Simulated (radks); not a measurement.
Question: The mean radii <r> (bohr) of the occupied orbitals of an atom or ion are listed with their occupations. All-electron calculation, scalar-relativistic Kohn-Sham, BLYP, spin-polarised, spherical densities, point nucleus. Program: a radial shooting solver on a logarithmic mesh with Libxc functionals.

orbital  occ.      <r>
1s down     1  0.02507
1s up       1  0.02507
2s up       1   0.1074
2s down     1   0.1074
2p up       3  0.09424
2p down     3  0.09424
3s up       1   0.2852
3s down     1   0.2852
3p up       3   0.2832
3p down     3   0.2832
3d up       5   0.2600
3d down     5   0.2600
4s up       1   0.6541
4s down     1   0.6542
4p up       3   0.6931
4p down     3   0.6932
4d up       5   0.7677
4d down     5   0.7676
5s up       1    1.554
5s down     1    1.549
5p up       3    1.793
5p down     3    1.787
5d up       1    2.604

Name the element and its charge. Open shells, if any, are filled with parallel spins first.

Answer: Z = 57, lanthanum, charge +2: La2+ in [Xe] 5d1. The 1s radius gives Z: for a bare nucleus <r> = (2 gamma + 1)/(2Z) with gamma = sqrt(1 - (Z/c)^2), 0.02473 bohr for Z = 57, and screening makes it slightly larger (0.02507 here). The occupations add up to 55, and the charge is Z minus that.
